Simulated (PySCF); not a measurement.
CdHI, SMILES [CdH][I].

The structure is a stationary point at PBE0-D3(BJ)/def2-TZVP. The def2 effective core potentials stand for the cores of Cd, I; spin–orbit coupling is left out.

All values below come from C-PCM-PBE0/def2-TZVPD in PySCF.

The values are the electrostatic part of the solvation free energy, E(continuum) − E(gas) at the gas-phase geometry, in a cavity of scaled van der Waals radii (PySCF's table); cavitation and dispersion terms are not included. A continuum can't describe solvent molecules that bind to the metal. In vacuum the orbital gap is 6.41 eV. The dipole moment in vacuum is 1.75 D.

Computed values in water (ε = 78.36), dimethylsulfoxide (ε = 46.83), chloroform (ε = 4.71):
```json
[
 {"solvent": "water", "ε": "78.36", "ΔG(elec) (kcal/mol)": "-10.3", "dipole (D)": "2.98", "gap (eV)": "6.87"},
 {"solvent": "dimethylsulfoxide", "ε": "46.83", "ΔG(elec) (kcal/mol)": "-10.1", "dipole (D)": "2.96", "gap (eV)": "6.86"},
 {"solvent": "chloroform", "ε": "4.71", "ΔG(elec) (kcal/mol)": "-7.7", "dipole (D)": "2.65", "gap (eV)": "6.76"}
]
```
